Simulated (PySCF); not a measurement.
Identify the compound

The spectra below were simulated for a compound C2H6Cl4Si2.

1H NMR (500 MHz, computed): δ 0.82 (s, 6H).

13C{1H} NMR (computed): δ 9.1 (CH3, 2C).

[PySCF: geometry: GFN2-xTB; shielding tensors at PBE0/pcSseg-1 (GIAO); single conformer; in vacuum; one averaged value for each set of equivalent atoms; no relativistic terms]

Shifts are taken against calculated references (same method and geometry level): 1H and 13C against TMS.

What is the structure?

Answers


1. Rings plus π bonds: 0.
2. 1 carbon signal for 2 carbons: some carbons are equivalent by symmetry or fast rotation.
3. Carbon types of the structure: 2 × CH3, which accounts for all hydrogens.
4. δC 9.1: methyl carbon bonded to Si; an electropositive neighbour leaves it electron-rich and shielded.
5. δH 0.82: hydrogen on a methyl carbon bonded to Si; an electropositive neighbour shields it, as in TMS itself.

These data were computed for `C[Si](Cl)(Cl)[Si](C)(Cl)Cl`.

The data come from this structure; uniqueness wasn't tested.

Shifts are as computed. Against solution values, carbons near 30 ppm lie about +3 ppm off and those near 130 ppm about +5 ppm. Of 1211 compounds with measured shifts, 218 miss one by over three times the rms of a fit or turn the order of signals round; such compounds aren't used in these exercises.
